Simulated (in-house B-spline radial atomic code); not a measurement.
How numerical settings move a run on S³⁺, [Ne] 3s2 3p1. Computed with a B-spline radial code for spherical atoms: non-relativistic revTPSS, spherical fractional occupations, point nucleus.

Command:
```bash
python run_scf.py task.json out
```
Settings of the sound reference run:
```
Z                16
electrons        13
configuration    [Ne] 3s2 3p1
hamiltonian      nr
method           revtpss,revtpss
spin_polarised   False
knot_spacing     0.22
spline_order     8
gauss_points     12
box_radius       16.22
max_iterations   70
damping          0.5
damped_steps     3
diis_vectors     10
tolerance        1e-08
start            Thomas-Fermi
```

Run time, properties included: 0.25 s on 1 thread of Arm Neoverse N1, with other jobs on the host.

It converges in 7 iterations to -395.444872 hartree, with 3p at -40.2096 eV. The other runs change the listed settings, some to values that make no sense; their results aren't properties of the atom or ion. Radii are in bohr (the nuclear one in fm), a minus after a letter asks for a j subshell, and «unchanged» means within 1e-8 hartree. The run stops when the residual is below 10 × tolerance × max(1, Z/10), or a noise floor if that is larger, and the energy moves by less than 1e-8 × √|E| hartree; so very loose and very tight tolerances often act alike.

| changed settings | outcome |
| --- | --- |
| damping = 0.2 | converged in 7 iterations, energy unchanged, 3p level +1.5e-06 eV |
| electrons = 14, configuration = [Ne] 3s2 3p1 4s-1, max_iterations = 50 | stopped with error: j subshells need the Dirac Hamiltonian and l > 0 |
| spline_order = 4, first_knot = 0.00625, max_iterations = 60, damping = 0 | converged in 6 iterations, energy +7.50e-05 hartree from the reference, 3p level +4.4e-04 eV |
| first_knot = 0.000625, max_iterations = 60, damped_steps = 0 | converged in 6 iterations, energy -2.90e-05 hartree from the reference, 3p level +4.9e-04 eV |
| damping = 0.95 | converged in 8 iterations, energy unchanged, 3p level +2.3e-06 eV |
| gauss_points = 3 | converged in 8 iterations, energy -1.03e+05 hartree from the reference, 3p level +9.3e+00 eV |
| knot_spacing = 0.1, spline_order = 10, max_iterations = 100 | converged in 7 iterations, energy -5.00e-05 hartree from the reference, 3p level +1.1e-03 eV |
| damping = 0.8 | converged in 8 iterations, energy unchanged, 3p level +2.0e-06 eV |
| max_iterations = 75, damping = 0.8, damped_steps = 0, diis_vectors = 0 | converged in 43 iterations, energy unchanged, 3p level +1.6e-06 eV |
| gauss_points = 4 | converged in 7 iterations, energy -2.59e-07 hartree from the reference, 3p level -2.6e-05 eV |
| diis_vectors = 0 | converged in 16 iterations, energy unchanged, 3p level +1.6e-06 eV |
| diis_vectors = 1 | converged in 12 iterations, energy unchanged, 3p level +6.6e-07 eV |

Task: What happens with electrons = 16, configuration = [Ne] 3s2 3p1 4s3, max_iterations = 75?

Result: Stopped with error: shell 4s holds at most 2 electrons.

Task: What happens with knot_spacing = 0.1, max_iterations = 100, diis_vectors = 20?

Result: Converged in 7 iterations, energy -4.99e-05 hartree from the reference, 3p level +1.1e-03 eV.

Task: What happens with damping = 0?

Result: Converged in 6 iterations, energy unchanged, 3p level +2.4e-06 eV.

Task: What happens with diis_vectors = 2?

Result: Converged in 8 iterations, energy unchanged, 3p level +1.7e-06 eV.
